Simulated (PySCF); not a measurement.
Species: C2H9OSi2 (doublet state).
Z-matrix (Å and degrees, GFN2-xTB geometry), rows numbered from 1:
```
C 
O   1  1.3900
Si  2  1.6246  1  128.07
C   3  1.8524  2  102.36  1   179.11
Si  4  1.8598  3  129.52  2     1.08
H   1  1.0936  2  111.10  3    60.87
H   1  1.0938  2  111.11  3   -59.83
H   1  1.0911  2  108.14  3  -179.47
H   3  1.4736  2  110.76  1    58.54
H   3  1.4736  2  110.70  1   -60.10
H   4  1.0816  3  114.13  2   179.82
H   5  1.4714  4  108.71  3  -136.47
H   5  1.4594  4  112.19  3   -15.13
H   5  1.4729  4  109.26  3   106.45
```

The hyperfine couplings belong to this conformer and change with its torsions.

Identity: `CO[SiH2][CH][SiH3]` [radical].

Theory: UKS B3LYP, pcH-1 on C H O Si, non-relativistic, mean-field spin-orbit, GIAO in PySCF. Geometry: GFN2-xTB, one conformer, isolated molecule. GFN2-xTB frequencies show an imaginary mode (39i cm⁻¹), so this geometry is no minimum at that level. A GFN2-xTB geometry isn't a minimum of the functional, and hyperfine couplings can be far from their values at a DFT geometry. No stability test was run, so a lower SCF solution isn't excluded.

The largest Mulliken spin population is on C4 (+1.00). The angles at C4 add up to 360.0°, so it is planar; its axial dipolar tensor and the negative coupling of its proton fit spin in a p orbital normal to that plane.

(1) Find Q in a(H) = Q·ρ(C) for the protons on the planar carbons that carry spin.

## Answers

(1) 
| H | C | ρ(C) | a(H) (G) | a/ρ (G) |
| --- | --- | --- | --- | --- |
| H11 | C4 | +0.999 | -18.66 | -18.7 |

One proton gives one ratio, Q = -18.7 G, and no test of linearity.

Couplings in gauss use g_iso = 2.0027.
